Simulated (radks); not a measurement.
Values are calculated unless marked as measured or tabulated.
All-electron atom: Hg XXXI in [Kr] 4d10 4f4 (the NIST ground configuration).

Code: a radial shooting solver on a logarithmic mesh with Libxc functionals. Model: scalar-relativistic Kohn-Sham, PBEsol, spin-polarised, spherical densities, finite nucleus; open shells are filled with parallel spins first (spin-orbit coupling, left out, can overturn this in heavy ions); Fermi nuclear charge, rms radius 5.4648 fm.

Energy parts (eV):
total: -521551.89
kinetic: 586530.68
electron-nucleus: -1244585.44
Hartree: 145281.17
exchange-correlation: -8778.30

Orbitals (lengths in bohr, moments of r in powers of bohr):
orbital	occ.	eigenvalue (eV)	<r^2>
1s down	1	-84165.14	0.0003811
1s up	1	-84165.12	0.0003811
2s up	1	-15791.51	0.005802
2s down	1	-15791.29	0.005802
2p up	3	-13769.30	0.004901
2p down	3	-13769.13	0.004901
3s up	1	-4555.945	0.03717
3s down	1	-4550.882	0.03712
3p up	3	-3970.705	0.03821
3p down	3	-3965.562	0.03814
3d up	5	-3355.798	0.03159
3d down	5	-3351.849	0.03151
4s up	1	-1749.676	0.1644
4s down	1	-1742.315	0.1647
4p up	3	-1546.260	0.1815
4p down	3	-1539.274	0.1819
4d up	5	-1310.594	0.1902
4d down	5	-1303.657	0.1908
4f up	4	-1061.330	0.1753
4f down	0	-1053.458	0.1764

The highest occupied level is 4f up at -1061.3 eV. The spin density at the nucleus is -32.86 e/bohr^3 (1s 0.10, 2s -7.15, 3s -64.14, 4s 38.34). For comparison, the ionisation energy in NIST's Atomic Spectra Database is 1110 eV (theoretical). In exact Kohn-Sham theory the highest level is minus the ionisation energy, but local and semilocal functionals leave it too shallow, through self-interaction and a potential that decays too fast; potentials with the right tail come closer. Summed over all electrons, <r^2> = 4.686 bohr^2, which gives a Langevin (diamagnetic) susceptibility term of -3.71 x 10^-6 cm^3/mol. Spin moment in Bohr magnetons: 4. The density falls to 0.001 e/bohr^3 at r = 1.18 bohr.
